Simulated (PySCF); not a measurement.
**Correlation energy of Mo³⁺ (molybdenum, charge +3)**

[Kr] 4d3, high-spin 4F determinant. Computed with PySCF 2.14 in x2c-TZVPPall with one added diffuse shell each of s, p, d, f type (9s7p7d3f1g, 95 functions), with scalar relativity by spin-free X2C-1e. Frozen: [Kr]; 3 electrons correlated.

```
  level  correlation energy (mhartree)
   CCSD                         -18.14
    (T)                          -0.06
CCSD(T)                         -18.20
```

Diagnostics: T1 = 0.00051, D1 = 0.0007, largest double amplitude 0.018.

Cost of the coupled-cluster step: roughly 6 core-seconds, for 3 correlated electrons.
